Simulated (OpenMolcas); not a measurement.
An atom or ion with 38 electrons was computed by SS-CASPT2, IPEA 0.25 Eh, imaginary shift 0.1 Eh with spin-orbit coupling (OpenMolcas, ANO-RCC-VTZP, DKH2). The lowest levels that the run gave, each within 12 % of the measured value where one is at hand:

```csv
J,Parity,E (cm⁻¹),g
2,even,0.0,0.670
3,even,697,1.084
4,even,1511,1.250
2,even,5470,1.008
0,even,8550,
1,even,8820,1.501
2,even,9330,1.489
4,even,11670,1.000
0,even,24070,
```

Task: Which ion is it, and what are the configurations and terms?

Result: Zr III (Z = 40, charge +2; active space 2 electrons in 5 orbitals (4d)). J, parity and g give the terms where levels are pure, and mixed ones are named by the computed weights; the size of the splittings, set against known spectra of the 38-electron sequence, gives the charge. In order, with the measured energies in cm⁻¹ (Moore, Atomic Energy Levels, vol. II, NSRDS-NBS 35 (1971 reprint of NBS Circular 467, 1952); NIST levels as listed in Rynkun, Gaigalas and Jonsson, Astron. Astrophys. 637, A10 (2020)): 4d² ³F₂, 4d² ³F₃ (681), 4d² ³F₄ (1486), 4d² ¹D₂ (5742), 4d² ³P₀ (8062), 4d² ³P₁ (8326), 4d² ³P₂ (8838), 4d² ¹G₄ (11049), 4d² ¹S₀ (23979).

CASPT2 does not keep the components of a term degenerate, so their means are used; among the terms shown or strongly mixed into the levels shown the widest spread is 480 cm-1 (4d² ³F). Levels of configurations with an s electron are missing; early in the row they begin among the upper levels of the d shell and mix with terms of their name. Measured partners are found by configuration, term and J. A level has none where our copy of the source lacks it or the pairing is in doubt (some pairs that miss far off the trend of their configuration count as doubtful), and it then counts in no deviation. Only configurations of the active space appear.
